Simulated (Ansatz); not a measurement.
`[OH][Ga]([OH])[SH]` + silanol → `[OH][Ga]([OH])[O][SiH3]` + H₂S  (ligand exchange at a Ga–S bond)

Calculated with Ansatz (gas phase, PBE0-D4/def2-TZVP geometries, no zero-point term in ΔE). CCSD(T)/CBS is the MP2 limit (def2-TZVPP, def2-QZVPP) plus CCSD(T) − MP2 in def2-TZVPP, frozen cores. This one scheme is used for every species. DFT in def2-TZVPP. B3LYP here is the variant with VWN-RPA as its local correlation; programs differ in this. For Ga outer-core shells are correlated without core-valence functions, which leaves a few kJ/mol of doubt a bond. Scalar relativity is left out up to krypton. Each species was taken in one conformer, which may not be the lowest.

```tsv
level	ΔE (kcal/mol)
B3LYP-D4	4.4
B2PLYP	4.0
r2SCAN	5.7
HF/def2-TZVPP	2.1
MP2/def2-TZVPP	3.6
CCSD(T)/def2-TZVPP	3.0
MP2/CBS(def2)	5.0
CCSD/CBS(def2)	4.1
```

Q: What does CCSD(T)/CBS give? (An estimate is asked.)

A: Ansatz gave: +4.4 kcal/mol. The listed levels differ from it by 0.0, -0.4, 1.3, -2.3, -0.8, -1.4, 0.6, -0.3 kcal/mol.

Largest T1 diagnostic among the species: 0.014.

In def2-TZVPP, CCSD(T) changes the Hartree–Fock value by +1.0 kcal/mol (the triples alone add +0.4 kcal/mol) and MP2 by +1.5 kcal/mol.
